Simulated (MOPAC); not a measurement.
MOPAC input (PM6):

```
PM6 FORCE THERMO(298,298) PRECISE LET CHARGE=1 GEO-OK AUX(PRECISION=9) THREADS=1
C3H7O

C    -1.52885660 1    0.14463551 1   -0.06449500 1
C    -0.22369996 1   -0.50110658 1   -0.24009073 1
C     0.99505720 1    0.25787331 1   -0.64706670 1
O     0.90189019 1   -0.07896683 1    0.83858165 1
H    -2.09698889 1   -0.23042084 1    0.81408774 1
H    -2.20535688 1   -0.09141591 1   -0.92511333 1
H    -1.53283740 1    1.24665460 1   -0.01009615 1
H    -0.19506929 1   -1.61059291 1   -0.27341338 1
H     0.96615160 1    1.32491086 1   -0.90099152 1
H     1.86804015 1   -0.26016128 1   -1.08364713 1
H     0.60147469 1    0.75744860 1    1.37714454 1
```

Output:

```
 *******************************************************************************
 **                                                                           **
 **                              MOPAC v23.2.5                                **
 **                                                                           **
 *******************************************************************************
 ** MOPAC's Digital Object Identifier: https://doi.org/10.5281/zenodo.6511958 **
 **                                                                           **
 ** Please cite the open-source release paper for use of this MOPAC version:  **
 ** J. E. Moussa and J. J. P. Stewart (2026)                                  **
 ** MOPAC: An open-source semiempirical molecular orbital program             **
 ** J. Open Source Softw., 11(119), 8025, https://doi.org/10.21105/joss.08025 **
 *******************************************************************************

                              PM6 CALCULATION RESULTS

 *******************************************************************************
 *  PM6        - The PM6 Hamiltonian to be used
 *  GEO-OK     - OVERRIDE INTERATOMIC DISTANCE AND OTHER SAFETY CHECKS
 *
 *
 *
 *                 CHARGE ON SYSTEM = +1
 *
 *
 *
 *  LET        - OVERRIDE SOME SAFETY CHECKS
 *  PRECISE    - TIGHTER CRITERIA TO BE USED
 *  FORCE      - FORCE CALCULATION SPECIFIED
 *  AUX        - OUTPUT AUXILIARY INFORMATION
 *  THERMO     - THERMODYNAMIC QUANTITIES TO BE CALCULATED
 *******************************************************************************
PM6 FORCE THERMO(298,298) PRECISE LET CHARGE=1 GEO-OK AUX(PRECISION=9) THREADS=1
 C3H7O

   ATOM   CHEMICAL          X               Y               Z
  NUMBER   SYMBOL      (ANGSTROMS)     (ANGSTROMS)     (ANGSTROMS)

     1       C         -1.52885660  *   0.14463551  *  -0.06449500  *
     2       C         -0.22369996  *  -0.50110658  *  -0.24009073  *
     3       C          0.99505720  *   0.25787331  *  -0.64706670  *
     4       O          0.90189019  *  -0.07896683  *   0.83858165  *
     5       H         -2.09698889  *  -0.23042084  *   0.81408774  *
     6       H         -2.20535688  *  -0.09141591  *  -0.92511333  *
     7       H         -1.53283740  *   1.24665460  *  -0.01009615  *
     8       H         -0.19506929  *  -1.61059291  *  -0.27341338  *
     9       H          0.96615160  *   1.32491086  *  -0.90099152  *
    10       H          1.86804015  *  -0.26016128  *  -1.08364713  *
    11       H          0.60147469  *   0.75744860  *   1.37714454  *

          CARTESIAN COORDINATES

    NO.       ATOM           X           Y           Z

     1         C         -1.5289      0.1446     -0.0645
     2         C         -0.2237     -0.5011     -0.2401
     3         C          0.9951      0.2579     -0.6471
     4         O          0.9019     -0.0790      0.8386
     5         H         -2.0970     -0.2304      0.8141
     6         H         -2.2054     -0.0914     -0.9251
     7         H         -1.5328      1.2467     -0.0101
[...]
 VIBRATION         23   23A           ATOM PAIR      ENERGY CONTRIBUTION    RADIAL
 FREQUENCY          2626.50         C  3 -- H 10         +51.4% ( 74.3%)     98.9%
 TRANSITION DIPOLE   0.9126         C  3 -- H  9         +31.2% ( 57.9%)     96.3%
 TRAVEL (Ang.)       0.2519         C  2 -- H  8         +14.1% ( 38.9%)    100.0%
 REDUCED MASS        0.4046         C  2 -- C  3          +1.1% ( 11.0%)      0.6%
 EFFECTIVE MASS      1.4971
 FORCE CONSTANT      1.6447

 VIBRATION         24   24A           ATOM PAIR      ENERGY CONTRIBUTION    RADIAL
 FREQUENCY          2642.57         C  2 -- H  8         +35.5% ( 61.3%)    100.0%
 TRANSITION DIPOLE   0.7572         C  1 -- H  7         +26.3% ( 52.7%)     97.7%
 TRAVEL (Ang.)       0.3056         C  1 -- H  5         +25.9% ( 52.4%)     97.4%
 REDUCED MASS        0.2733         C  3 -- H 10          +4.9% ( 22.8%)     97.6%
 EFFECTIVE MASS      1.4347
 FORCE CONSTANT      1.1243

 VIBRATION         25   25A           ATOM PAIR      ENERGY CONTRIBUTION    RADIAL
 FREQUENCY          2663.16         C  2 -- H  8         +44.7% ( 68.1%)    100.0%
 TRANSITION DIPOLE   1.5860         C  1 -- H  7         +24.8% ( 50.7%)     98.7%
 TRAVEL (Ang.)       0.2874         C  1 -- H  5         +18.4% ( 43.7%)     94.8%
 REDUCED MASS        0.3064         C  1 -- H  6          +4.0% ( 20.3%)     66.8%
 EFFECTIVE MASS      1.4502
 FORCE CONSTANT      1.2805

 VIBRATION         26   26A           ATOM PAIR      ENERGY CONTRIBUTION    RADIAL
 FREQUENCY          2692.88         C  3 -- H  9         +59.9% ( 76.4%)     97.6%
 TRANSITION DIPOLE   0.9654         C  3 -- H 10         +37.4% ( 60.3%)     93.4%
 TRAVEL (Ang.)       0.2259         C  3 -- O  4          +0.7% (  8.2%)     48.6%
 REDUCED MASS        0.4909         C  2 -- C  3          +0.6% (  7.9%)     84.9%
 EFFECTIVE MASS      1.2444
 FORCE CONSTANT      2.0972

 VIBRATION         27   27A           ATOM PAIR      ENERGY CONTRIBUTION    RADIAL
 FREQUENCY          2758.69         C  1 -- H  7         +44.4% ( 64.0%)     97.1%
 TRANSITION DIPOLE   0.8876         C  1 -- H  5         +29.5% ( 52.2%)     94.1%
 TRAVEL (Ang.)       0.2696         C  1 -- H  6         +24.6% ( 47.6%)     92.7%
 REDUCED MASS        0.3363         C  3 -- H  9          +0.6% (  7.3%)     97.0%
 EFFECTIVE MASS      1.1704
 FORCE CONSTANT      1.5078

      SYMMETRY NUMBER FOR POINT-GROUP C1  =  1

          SYSTEM IS A GROUND STATE

 C3H7O

          MOLECULE IS NOT LINEAR

          THERE ARE 27 GENUINE VIBRATIONS IN THIS SYSTEM
          THIS THERMODYNAMICS CALCULATION IS LIMITED TO
          MOLECULES WHICH HAVE NO INTERNAL ROTATIONS

                    CALCULATED THERMODYNAMIC PROPERTIES
                                          *
   TEMP. (K)   PARTITION FUNCTION   H.O.F.    ENTHALPY  HEAT CAPACITY ENTROPY
                                   KCAL/MOL   CAL/MOLE    CAL/K/MOL  CAL/K/MOL

 298.00  VIB.     0.3995D+01                  1323.5745    11.2810     7.1939
         ROT.     0.3796D+05                   888.2803     2.9808    23.9342
         INT.     0.1516D+06                  2211.8548    14.2618    31.1281
         TRA.     0.4391D+27                  1480.4672     4.9680    38.1474
         TOT.                      152.093    3692.3220    19.2298    69.2755

   *: NOTE: HEATS OF FORMATION ARE RELATIVE TO THE
            ELEMENTS IN THEIR STANDARD STATE AT 298K
              (=  Standard Enthalpy of Formation).

            Hvib:  Zero-point energy is not included.
                   frequencies of less than zero cm-1 are not included.
            Hrot = (3/2)RT
            Htra = (3/2)RT + pV = (5/2)RT

            Heat capacity is Cp, not Cv

          For more information, see: HTTP://OpenMOPAC.net/Manual/thermochemistry.html

           FORCE CONSTANT IN CARTESIAN COORDINATES (Millidynes/A)

    ATOM   CHEMICAL       X               Y               Z
   NUMBER   SYMBOL  FORCE CONSTANT  FORCE CONSTANT  FORCE CONSTANT

      1       C        7.788126        6.319059        5.759096
      2       C        9.135781        7.825678        2.730609
      3       C        6.777564        8.243527        3.769638
      4       O        3.452559        2.738163        5.590920
      5       H        1.240759        2.156233        1.708516
      6       H        1.085332        0.631833        3.249383
      7       H        1.404873        3.158457        0.652111
      8       H        1.449985        3.113397        0.656232
      9       H        1.158295        3.402119        0.593936
     10       H        3.602959        0.647387        0.874372
     11       H        1.744207        1.125519        1.953129

 **********************
 *                    *
 * JOB ENDED NORMALLY *
 *                    *
 **********************

 == MOPAC DONE ==
```

The dipole moment of an ion depends on the origin.
